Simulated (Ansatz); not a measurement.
Program: Ansatz. Geometries: PBE0-D4/def2-TZVP. ΔE: electronic, gas phase. CCSD(T)/CBS is the MP2 limit (def2-TZVPP, def2-QZVPP) plus CCSD(T) − MP2 in def2-TZVPP, frozen cores. This one scheme is used for every species. Functionals use def2-TZVPP. B3LYP here is the variant with VWN-RPA as its local correlation; programs differ in this. For Se outer-core shells are correlated without core-valence functions, which leaves a few kJ/mol of doubt a bond. Scalar relativity is left out up to krypton. Each species was taken in one conformer, which may not be the lowest.

Reaction (ligand exchange at the Si–Se bond): `C[Se][SiH](F)Cl` + CH₃SH → `CS[SiH](F)Cl` + `C[SeH]`

`C[Se][SiH](F)Cl`:

Cartesian coordinates in Å:
```
C 0.837 1.309 -0.375
Se -0.516 0.970 1.002
Si -0.769 -1.202 0.503
F -1.911 -1.767 1.451
Cl -1.338 -1.483 -1.440
H 1.138 2.347 -0.245
H 1.699 0.661 -0.233
H 0.405 1.169 -1.363
H 0.455 -2.004 0.701
```

CH₃SH:

Z-matrix (Å, degrees):
```
C
S 1 1.806
H 1 1.089 2 111.5
H 1 1.089 2 111.5 3 -123.8
H 1 1.090 2 106.2 3 118.1
H 2 1.342 1 97.1 3 61.9
```

`CS[SiH](F)Cl`:

```xyz
9

C    -0.726   -1.208    0.609
S    -0.323    0.453    1.232
Si    0.616    1.274   -0.452
F    -0.390    1.412   -1.677
Cl    2.133    0.088   -1.136
H    -1.197   -1.736    1.437
H    -1.425   -1.152   -0.224
H     0.178   -1.737    0.312
H     1.135    2.607   -0.102
```

`C[SeH]`:

Cartesian coordinates in Å:
```
C 0.068 0.480 0.251
Se 0.537 -1.354 -0.214
H 0.055 1.108 -0.637
H 0.849 0.827 0.926
H -0.890 0.512 0.763
H -0.620 -1.573 -1.090
```

```csv
level,ΔE (kJ/mol),difference from CCSD(T)/CBS
LDA (SPW92),-5.2,-4.1
PBE0-D4,-2.8,-1.7
B3LYP-D4,-3.3,-2.2
PBE-QIDH,-2.8,-1.7
revPBE,-2.7,-1.6
BLYP,-3.8,-2.7
BHLYP,-3.8,-2.7
RPA@PBE/def2-TZVPP,-2.7,-1.6
MP2/def2-SVP,-6.0,-4.9
MP2/def2-TZVPP,-2.3,-1.2
CCSD(T)/CBS,-1.1,0
```

Largest T1 diagnostic among the species: 0.011.

At CCSD(T), def2-SVP lies −5.8 kJ/mol from the extrapolated value and def2-TZVPP −2.1 kJ/mol. Leaving LDA and LC-ωPBE aside and taking each functional with its dispersion term where it has one, the values, not all of them listed here, spread over 4.9 kJ/mol, from B97M-V to BHLYP-D4.
